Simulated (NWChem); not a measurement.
Molecule: SiHCl$_{3}$; SMILES Cl[SiH](Cl)Cl

Question: Give the equilibrium geometry at PBE0/def2-SVP (NWChem) as a list of bonds and angles, with the point group.

Answer: point group C3v; any orientation.
Bonds (Å): Si1–Cl2 2.045, Si1–Cl3 2.045, Si1–Cl4 2.045, Si1–H5 1.477. Bond angles (°): Cl2–Si1–Cl3 109.3, Cl2–Si1–Cl4 109.3, Cl2–Si1–H5 109.7, Cl3–Si1–Cl4 109.3, Cl3–Si1–H5 109.7, Cl4–Si1–H5 109.7.
